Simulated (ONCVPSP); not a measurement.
Which change was made? (Hg, ONCV)

Hg, optimised norm-conserving Vanderbilt (ONCV), made with ONCVPSP 4.0.1 (PBE, scalar-relativistic). Core [Kr] 4d10 4f14, reference 5s2 5p6 5d10 6s0.5 (charge +1.5). Waves: 5s+6s: rc 1.40 bohr, ncon 4, nbas 9, qcut 7.1 1/bohr, 2 projectors; 5p: rc 1.70 bohr, ncon 5, nbas 9, qcut 6.5 1/bohr, 3 projectors, debl 3.5 Ha; 5d: rc 2.05 bohr, ncon 3, nbas 8, qcut 7.1 1/bohr, 2 projectors, debl 2.5 Ha. Local part: polynomial inside 1.10 bohr (lpopt 5, dvloc0 4 Ha). Core correction: Teter function fitted to the true core (icmod 2), fcfact 0.5.

Cutoffs, loose and tight: the cutoffs (Ha) at which the residual kinetic energy of the hardest occupied pseudo-wave falls to 1 and 0.1 mHa per electron. They do not see the model core or the augmentation charge, which bear on the density cutoff. Test errors are all-electron minus pseudo excitation energies from the reference, over the configurations 5s2 5p6 5d10 6s2; 5s2 5p6 5d10 6s1; 5s2 5p6 5d10 6s0; 5s2 5p6 5d10 6s0 6p1; variants that change the core or the reference have their own tests.

The base gives: outcome: generated; cutoff, loose: 23 Ha; cutoff, tight: 75 Ha; bound ghosts: none; GHOST(+) flags above zero: s; largest test error (meV): -4.4.

(1) After one change the result is: outcome: generated; cutoff, loose: 36 Ha; cutoff, tight: 42 Ha; bound ghosts: none; GHOST(+) flags above zero: s; largest test error (meV): +5.9. Which change was it?
A. s: qcut 5.3; p: qcut 4.9; d: qcut 5.3
B. s: qcut 10.3; p: qcut 9.5; d: qcut 10.3
C. s: qcut 5.7; p: qcut 5.2; d: qcut 5.7

## Answers

(1) B. The others give: s: qcut 5.7; p: qcut 5.2; d: qcut 5.7 → outcome: generated; cutoff, loose: 66 Ha; cutoff, tight: 122 Ha; bound ghosts: none; GHOST(+) flags above zero: s; largest test error (meV): -5.6 | s: qcut 5.3; p: qcut 4.9; d: qcut 5.3 → outcome: generated; cutoff, loose: 81 Ha; cutoff, tight: 126 Ha; bound ghosts: none; GHOST(+) flags above zero: d; largest test error (meV): -6.2.
